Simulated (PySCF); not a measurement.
Mo(OH)2(H)4 (H6MoO2), SMILES [MoH4]([OH])[OH], multiplicity 1.

Geometry optimised at r2SCAN-D4/def2-SVP. The geometry has at least one imaginary mode, so it is a saddle point at that level. The multiplicity is an assumed one; other spin states were not compared. The def2 effective core potentials stand for the cores of Mo; spin–orbit coupling is left out. The values are those of a single conformer.

Two levels are set side by side: PBE/def2-TZVPD (PySCF) and PBE0/def2-TZVPD (PySCF). Same geometry, gas phase. Differences are taken from unrounded values.

```tsv
quantity	PBE
orbital gap (eV)	3.05
highest occupied level (eV)	-6.46
lowest empty level (eV)	-3.41
dipole moment (D)	0.77
mean polarisability (bohr³)	60.9
```

Task: These are the PBE values. What does PBE0 give? (An estimate is asked for; the answer gives what the named calculation found.)

Result: 
```tsv
quantity	PBE0	PBE minus PBE0
orbital gap (eV)	5.44	-2.39
highest occupied level (eV)	-7.80	1.33
lowest empty level (eV)	-2.36	-1.06
dipole moment (D)	0.52	0.25
mean polarisability (bohr³)	58.3	2.6
```

Without exact exchange PBE keeps part of each electron's self-repulsion, which lifts occupied levels and narrows the gap. Loosely held outer electrons make PBE densities more polarisable. Differences between two approximate levels are no errors against the true value.

Rough cost on one machine, each run with all the roots and properties that it gave: PBE0 against PBE within a factor of 2.
